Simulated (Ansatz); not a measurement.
Isolated molecules relaxed with PBE0-D4/def2-TZVP in Ansatz; ΔE leaves out vibrations. CBS: MP2 limit from def2 TZ/QZ plus the TZ coupled-cluster correction, frozen cores. This one scheme is used for every species. DFT in def2-TZVPP. B3LYP here is the variant with VWN-RPA as its local correlation; programs differ in this. HSE06 is defined as in plane-wave codes. def2 core potentials past Kr. For Sb outer-core shells are correlated without core-valence functions, which leaves a few kJ/mol of doubt a bond. Each species was taken in one conformer, which may not be the lowest.

Consider the ligand exchange at the Sb–O bond: `C[O][Sb]([F])[F]` + HCl → `[F][Sb]([F])[Cl]` + CH₃OH.

```tsv
level	ΔE (kJ/mol)	difference from CCSD(T)/CBS
LDA (SPW92)	-32.2	-4.2
PBE-D4	-37.3	-9.3
revPBE-D4	-36.2	-8.2
BLYP-D4	-31.9	-3.9
B97M-V	-33.4	-5.4
PBE0-D4	-38.6	-10.6
B3LYP-D4	-33.4	-5.4
r2SCANh-D4	-35.1	-7.1
r2SCAN0-D4	-36.4	-8.4
HSE06-D4	-39.2	-11.2
BHLYP-D4	-34.1	-6.1
CAM-B3LYP-D4	-27.9	0.1
ωB97X-V	-28.5	-0.5
ωB97M-V	-30.9	-2.9
B2PLYP	-30.5	-2.5
PBE-QIDH	-33.1	-5.1
PBE	-39.9	-11.9
revPBE	-43.2	-15.2
BLYP	-37.4	-9.4
r2SCAN	-35.0	-7.0
PBE0	-40.9	-12.9
B3LYP	-37.5	-9.5
r2SCANh	-36.0	-8.0
r2SCAN0	-37.3	-9.3
CAM-B3LYP	-30.3	-2.3
LC-ωPBE	-30.2	-2.2
HF/def2-SVP	-39.6	-11.6
MP2/def2-SVP	-20.5	7.5
CCSD/def2-SVP	-23.9	4.1
CCSD(T)/def2-SVP	-22.4	5.6
MP2/def2-TZVPP	-23.4	4.6
SCS-MP2/def2-TZVPP	-23.2	4.8
CCSD/def2-TZVPP	-24.0	4.0
CCSD(T)/def2-TZVPP	-22.6	5.4
HF/def2-QZVPP	-37.5	-9.5
MP2/def2-QZVPP	-26.7	1.3
SCS-MP2/def2-QZVPP	-26.5	1.5
HF/CBS(def2)	-37.6	-9.6
MP2/CBS(def2)	-28.8	-0.8
CCSD/CBS(def2)	-29.4	-1.4
CCSD(T)/CBS	-28.0	0
```

Task: What do rigid-rotor, harmonic-oscillator terms from PBE0-D4/def2-TZVP frequencies (298.15 K, 1 bar) make of the CCSD(T)/CBS value? (An estimate is asked.)

Result: The calculation gave: ΔZPE = +10.4 kJ/mol, ΔH = -20.0 kJ/mol, ΔS = 13 J/(mol·K), ΔG = -23.9 kJ/mol.

Largest T1 diagnostic among the species: 0.015.

At CCSD(T), def2-SVP lies +5.6 kJ/mol from the extrapolated value and def2-TZVPP +5.4 kJ/mol. In def2-TZVPP, CCSD(T) changes the Hartree–Fock value by +14.3 kJ/mol (the triples alone add +1.4 kJ/mol) and MP2 by +13.5 kJ/mol. Leaving LDA and LC-ωPBE aside and taking each functional with its dispersion term where it has one, the values spread over 11.3 kJ/mol, from HSE06-D4 to CAM-B3LYP-D4. LDA lies +7.7 kJ/mol from PBE without D4.
